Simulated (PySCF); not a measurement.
# Structure elucidation problem

An unknown has the formula C₄H₃FN₂. Its calculated NMR data are:

$^{1}$H NMR (300 MHz, computed): δ 8.68 (d, 1H), 8.63 (m, 1H), 8.37 (m, 1H).

$^{13}$C{$^{1}$H} NMR (computed): δ 170.3 (C), 149.2 (CH), 148.8 (CH), 140.8 (CH).

All values are calculated (PySCF 2.14.0 with density-fitted response routines): GIAO B97-2/pcSseg-2 shieldings, geometry from PBE0-D3(BJ)/def2-TZVP. No solvent model, one conformer, non-relativistic Hamiltonian.

References, each an isolated molecule treated in the same way: $^{1}$H (σref 31.64), $^{13}$C (σref 185.38) vs TMS.

Task: What is the structure?

Result: 
1. The formula gives 4 degrees of unsaturation (1 ring in the answer).
2. 4 carbon signals for 4 carbons: no two carbons are equivalent.
3. Carbon types of the structure: 1 × C, 3 × CH, which accounts for all hydrogens.
4. δC 170.3: aromatic carbon bearing fluorine; the electronegative substituent deshields the carbon that carries it.
5. δC 149.2, 148.8, 140.8: aromatic CH next to a ring nitrogen; the adjacent pyridine-type nitrogen withdraws density from it.
6. δH 8.68, 8.63, 8.37: hydrogen on an aromatic CH next to a ring nitrogen; ring current plus the neighbouring ring nitrogen.

Structure: SMILES Fc1cnccn1.

This is the structure that produced the data.

Splittings by $^{19}$F in the carbon and heteronuclear signals aren't shown, as no couplings were computed. Shifts are as computed. Against solution values, carbons near 30 ppm lie about +3 ppm off and those near 130 ppm about +7 ppm. Of 1211 compounds with measured shifts, 218 miss one by over three times the rms of a fit or turn the order of signals round; such compounds aren't used in these exercises. Multiplicities follow the n + 1 count of equivalent neighbours, as no J values were calculated; m marks all less simple cases, F and P coupling included.
